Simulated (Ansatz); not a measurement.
C2H4O2Se, SMILES `O=C[Se]CO`. Charge 0, multiplicity 1. Geometry: relaxed with PBE0-D4/def2-TZVP. It is a higher conformer; a search finds a lower one.

```xyz
9

O    -1.463    1.467   -0.344
C    -1.733    0.564    0.387
Se   -0.662   -1.010    0.653
C     0.841   -0.440   -0.488
O     1.807    0.305    0.168
H    -2.657    0.526    0.992
H     1.226   -1.360   -0.936
H     0.391    0.196   -1.249
H     2.251   -0.248    0.817
```

Task: What is the dipole moment at r2SCAN/def2-TZVPP? (Estimate.)

Result: The calculation gave: 2.46 D, with components (0.61, -2.25, 0.80) D in this frame, pointing from negative to positive charge.

Task: And with PBE, B3LYP, ωB97M-V? (An estimate is asked.)

Result: Computed: PBE 2.42 D, B3LYP 2.59 D, ωB97M-V 2.54 D.

Task: Give the Mulliken charges with r2SCAN, B3LYP, ωB97M-V in def2-TZVPP. (An estimate is asked.)

Result: Computed: 
```tsv
atom	r2SCAN	B3LYP	ωB97M-V
O1	-0.28	-0.25	-0.26
C2	0.13	0.06	0.07
Se3	-0.01	0.01	0.01
C4	0.03	-0.06	-0.12
O5	-0.31	-0.30	-0.28
H6	0.06	0.09	0.10
H7	0.09	0.12	0.14
H8	0.10	0.14	0.15
H9	0.20	0.19	0.18
```

B3LYP here is the variant with VWN-RPA as its local correlation; programs differ in this.
